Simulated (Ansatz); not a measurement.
(HZn-mu-OH)2 (Zn₂O₂H₄). Total charge 0; singlet. Geometry r2SCAN-D4/def2-SVP.

```
atom   x (Å)   y (Å)   z (Å)
 Zn1  -0.886  -0.453  -1.097
  H2  -1.800  -0.922  -2.228
  O3  -0.917   0.695   0.453
 Zn4   0.886   0.454   1.097
  H5   1.800   0.921   2.230
  O6   0.917  -0.694  -0.454
  H7  -1.630   1.234   0.806
  H8   1.630  -1.234  -0.806
```

(1) Estimate the orbital energies around the gap (eV) in Ansatz with HF/def2-TZVP, r2SCAN-D4/def2-TZVP, PBE0-D4/def2-TZVP, BHLYP-D4/def2-TZVP, ωB97M-V/def2-TZVP.

## Answers

(1) 
```json
{"orbital": "HOMO−13", "HF/def2-TZVP": "-21.56", "r2SCAN-D4/def2-TZVP": "-11.60", "PBE0-D4/def2-TZVP": "-13.96", "BHLYP-D4/def2-TZVP": "-16.71", "ωB97M-V/def2-TZVP": "-16.62"}
{"orbital": "HOMO−12", "HF/def2-TZVP": "-21.55", "r2SCAN-D4/def2-TZVP": "-11.50", "PBE0-D4/def2-TZVP": "-13.86", "BHLYP-D4/def2-TZVP": "-16.65", "ωB97M-V/def2-TZVP": "-16.49"}
{"orbital": "HOMO−11", "HF/def2-TZVP": "-21.47", "r2SCAN-D4/def2-TZVP": "-11.45", "PBE0-D4/def2-TZVP": "-13.82", "BHLYP-D4/def2-TZVP": "-16.55", "ωB97M-V/def2-TZVP": "-16.44"}
{"orbital": "HOMO−10", "HF/def2-TZVP": "-21.43", "r2SCAN-D4/def2-TZVP": "-11.31", "PBE0-D4/def2-TZVP": "-13.75", "BHLYP-D4/def2-TZVP": "-16.52", "ωB97M-V/def2-TZVP": "-16.38"}
{"orbital": "HOMO−9", "HF/def2-TZVP": "-21.37", "r2SCAN-D4/def2-TZVP": "-11.30", "PBE0-D4/def2-TZVP": "-13.73", "BHLYP-D4/def2-TZVP": "-16.52", "ωB97M-V/def2-TZVP": "-16.35"}
{"orbital": "HOMO−8", "HF/def2-TZVP": "-21.31", "r2SCAN-D4/def2-TZVP": "-11.28", "PBE0-D4/def2-TZVP": "-13.69", "BHLYP-D4/def2-TZVP": "-16.48", "ωB97M-V/def2-TZVP": "-16.34"}
{"orbital": "HOMO−7", "HF/def2-TZVP": "-18.79", "r2SCAN-D4/def2-TZVP": "-11.10", "PBE0-D4/def2-TZVP": "-13.14", "BHLYP-D4/def2-TZVP": "-15.39", "ωB97M-V/def2-TZVP": "-15.72"}
{"orbital": "HOMO−6", "HF/def2-TZVP": "-16.24", "r2SCAN-D4/def2-TZVP": "-9.69", "PBE0-D4/def2-TZVP": "-11.35", "BHLYP-D4/def2-TZVP": "-13.27", "ωB97M-V/def2-TZVP": "-13.84"}
{"orbital": "HOMO−5", "HF/def2-TZVP": "-15.29", "r2SCAN-D4/def2-TZVP": "-9.58", "PBE0-D4/def2-TZVP": "-11.11", "BHLYP-D4/def2-TZVP": "-12.70", "ωB97M-V/def2-TZVP": "-13.72"}
{"orbital": "HOMO−4", "HF/def2-TZVP": "-13.94", "r2SCAN-D4/def2-TZVP": "-8.11", "PBE0-D4/def2-TZVP": "-9.48", "BHLYP-D4/def2-TZVP": "-11.15", "ωB97M-V/def2-TZVP": "-12.04"}
{"orbital": "HOMO−3", "HF/def2-TZVP": "-13.63", "r2SCAN-D4/def2-TZVP": "-7.92", "PBE0-D4/def2-TZVP": "-9.32", "BHLYP-D4/def2-TZVP": "-10.94", "ωB97M-V/def2-TZVP": "-11.80"}
{"orbital": "HOMO−2", "HF/def2-TZVP": "-13.18", "r2SCAN-D4/def2-TZVP": "-7.62", "PBE0-D4/def2-TZVP": "-8.77", "BHLYP-D4/def2-TZVP": "-10.42", "ωB97M-V/def2-TZVP": "-11.29"}
{"orbital": "HOMO−1", "HF/def2-TZVP": "-11.35", "r2SCAN-D4/def2-TZVP": "-7.43", "PBE0-D4/def2-TZVP": "-8.54", "BHLYP-D4/def2-TZVP": "-9.67", "ωB97M-V/def2-TZVP": "-10.88"}
{"orbital": "HOMO", "HF/def2-TZVP": "-10.82", "r2SCAN-D4/def2-TZVP": "-6.87", "PBE0-D4/def2-TZVP": "-7.83", "BHLYP-D4/def2-TZVP": "-9.01", "ωB97M-V/def2-TZVP": "-10.08"}
{"orbital": "LUMO", "HF/def2-TZVP": "2.26", "r2SCAN-D4/def2-TZVP": "-0.62", "PBE0-D4/def2-TZVP": "-0.20", "BHLYP-D4/def2-TZVP": "0.50", "ωB97M-V/def2-TZVP": "1.33"}
{"orbital": "LUMO+1", "HF/def2-TZVP": "2.44", "r2SCAN-D4/def2-TZVP": "-0.07", "PBE0-D4/def2-TZVP": "0.21", "BHLYP-D4/def2-TZVP": "0.75", "ωB97M-V/def2-TZVP": "1.42"}
{"orbital": "LUMO+2", "HF/def2-TZVP": "2.48", "r2SCAN-D4/def2-TZVP": "0.07", "PBE0-D4/def2-TZVP": "0.23", "BHLYP-D4/def2-TZVP": "0.79", "ωB97M-V/def2-TZVP": "1.44"}
{"orbital": "LUMO+3", "HF/def2-TZVP": "2.64", "r2SCAN-D4/def2-TZVP": "0.09", "PBE0-D4/def2-TZVP": "0.38", "BHLYP-D4/def2-TZVP": "0.99", "ωB97M-V/def2-TZVP": "1.70"}
{"orbital": "LUMO+4", "HF/def2-TZVP": "3.44", "r2SCAN-D4/def2-TZVP": "1.51", "PBE0-D4/def2-TZVP": "1.55", "BHLYP-D4/def2-TZVP": "2.04", "ωB97M-V/def2-TZVP": "2.60"}
{"orbital": "LUMO+5", "HF/def2-TZVP": "3.62", "r2SCAN-D4/def2-TZVP": "1.53", "PBE0-D4/def2-TZVP": "2.02", "BHLYP-D4/def2-TZVP": "2.52", "ωB97M-V/def2-TZVP": "2.83"}
```
